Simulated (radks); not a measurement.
Values are calculated unless marked as measured or tabulated.
Trend from Rb3+ to Xe3+: ionisation energy by Delta-SCF between NIST ground configurations, and size. Level of theory: scalar-relativistic Kohn-Sham, PBEsol, spin-polarised, spherical densities, finite nucleus; open shells are filled with parallel spins first (spin-orbit coupling, left out, can overturn this in heavy ions); Fermi nuclear charge, rms radius of each element as measured or else 0.836 A^(1/3) + 0.57 fm (a radial shooting solver on a logarithmic mesh with Libxc functionals).

species      configuration  IE (eV)  NIST (eV)       kind  outermost  <r> outermost (bohr)  r at 0.001 e/bohr^3 (bohr)
Rb3+     [Ar] 3d10 4s2 4p4   51.748       52.2  semi-emp.         4p                  1.58                        3.20
Sr3+     [Ar] 3d10 4s2 4p5   56.379     56.280  semi-emp.         4p                  1.49                        3.15
Zr3+              [Kr] 4d1   34.397     34.418       exp.         4d                  1.83                        3.23
Nb3+              [Kr] 4d2   37.489      37.61       exp.         4d                  1.71                        3.28
Mo3+              [Kr] 4d3   40.422       40.3  semi-emp.         4d                  1.60                        3.27
Tc3+              [Kr] 4d4   43.245         41     theory         4d                  1.51                        3.24
Ru3+              [Kr] 4d5   45.989         45     theory         4d                  1.43                        3.19
Rh3+              [Kr] 4d6   44.599         42     theory         4d                  1.38                        3.16
Pd3+              [Kr] 4d7   47.640         46     theory         4d                  1.31                        3.12
Ag3+              [Kr] 4d8   50.559         49     theory         4d                  1.25                        3.07
Cd3+              [Kr] 4d9   53.390         51     theory         4d                  1.20                        3.02
In3+             [Kr] 4d10   56.157      55.45       exp.         4d                  1.15                        2.98
Sn3+         [Kr] 4d10 5s1   41.376      40.74       exp.         5s                  2.11                        3.31
Sb3+         [Kr] 4d10 5s2   43.971      43.80       exp.         5s                  2.02                        3.44
Te3+     [Kr] 4d10 5s2 5p1   36.807     37.416       exp.         5p                  2.22                        3.60
I3+      [Kr] 4d10 5s2 5p2   40.212      40.36       exp.         5p                  2.10                        3.63
Xe3+     [Kr] 4d10 5s2 5p3   43.413       42.2       exp.         5p                  2.00                        3.62

Reference values: NIST Atomic Spectra Database (exp. = measured, semi-emp. = semi-empirical, theory = theoretical value adopted there). Open shells are spherical and high-spin; term and fine-structure splittings are not resolved. Spin-orbit splitting is averaged out at the scalar-relativistic level.
